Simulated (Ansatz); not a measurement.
Here is a job for Ansatz (an electronic-structure program).
Ansatz 0.2 input:
```yaml
crystal:
  periodic: [false, false, false]
  atoms:
    - {symbol: Te, position_ang: [-0.06824556, -0.05189516, 0.73922318]}
    - {symbol: Cl, position_ang: [1.14915592, 1.35509134, -1.20072069]}
    - {symbol: Cl, position_ang: [-0.94040481, -1.19635319, -1.06043255]}
basis:
  gaussian:
    orbitals: STO-3G
hamiltonian:
  xc: pbe0
  dispersion: d3bjatm
magnetization: {spin_polarized: true, initial_magnetization: 2}
```

What does this run give for the number of basis functions, total energy, <S^2>?


- number of basis functions: 45
- total energy: -7459.0470 Eh
- <S^2>: 2.006
